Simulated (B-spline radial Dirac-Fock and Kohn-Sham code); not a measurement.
## Photoemission from La at 1100 eV, detector at θ = 90°, φ = 0°

System: atomic lanthanum, configuration [Xe] 5d1 6s2. Calculated with an atomic code on a B-spline grid, using Dirac-Hartree-Slater photoionisation with a Latter tail; cross sections with all multipoles, angular parameters from the dipole term and its interference with E2. Thresholds are tabulated edges, those marked * orbital energies of the model. For linearly polarised light dσ/dΩ = σ/(4π) [1 + β P₂(cos θ) + (δ + γ cos²θ) sin θ cos φ], with θ from the polarisation vector and φ the angle between the beam and the projection of the electron momentum on the plane normal to the polarisation. The dipole factor is 1 + βP₂ and the non-dipole term is the rest of the bracket. Open shells are filled statistically over j.

| subshell | threshold (eV) | σ (kb) | β | γ | δ | dipole factor | non-dipole term | dσ/dΩ (kb/sr) |
| --- | --- | --- | --- | --- | --- | --- | --- | --- |
| 3d3/2 | 853.0 | 541 | 0.69 | -0.12 | 0.001 | 0.655 | +0.001 | 28.3 |
| 3d5/2 | 836.0 | 792 | 0.76 | -0.12 | 0.003 | 0.618 | +0.003 | 39.1 |
| 4s | 274.7 | 26.4 | 1.98 | 0.28 | 0.000 | 0.011 | 0.000 | ≈ 0 |
| 4p1/2 | 205.8 | 30.0 | 1.65 | 0.08 | 0.001 | 0.175 | +0.001 | 0.420 |
| 4p3/2 | 196.0 | 65.0 | 1.65 | 0.05 | 0.001 | 0.177 | +0.001 | 0.920 |
| 4d3/2 | 105.3 | 71.6 | 1.33 | 0.02 | 0.020 | 0.336 | +0.020 | 2.03 |
| 4d5/2 | 102.5 | 104 | 1.33 | 0.03 | 0.020 | 0.334 | +0.020 | 2.93 |
| 5s | 43.06* | 5.35 | 1.98 | 0.20 | 0.000 | 0.011 | 0.000 | ≈ 0 |
| 5p1/2 | 27.75* | 5.18 | 1.70 | 0.04 | -0.001 | 0.148 | -0.001 | 0.0606 |
| 5p3/2 | 24.99* | 10.6 | 1.70 | 0.01 | 0.000 | 0.150 | 0.000 | 0.127 |
| 5d3/2 | 5.11* | 0.539 | 1.37 | 0.04 | 0.020 | 0.314 | +0.020 | 0.0143 |
| 5d5/2 | 4.87* | 0.766 | 1.37 | 0.05 | 0.020 | 0.315 | +0.020 | 0.0204 |
| 6s | 4.93* | 0.534 | 1.98 | 0.18 | 0.000 | 0.010 | 0.000 | ≈ 0 |
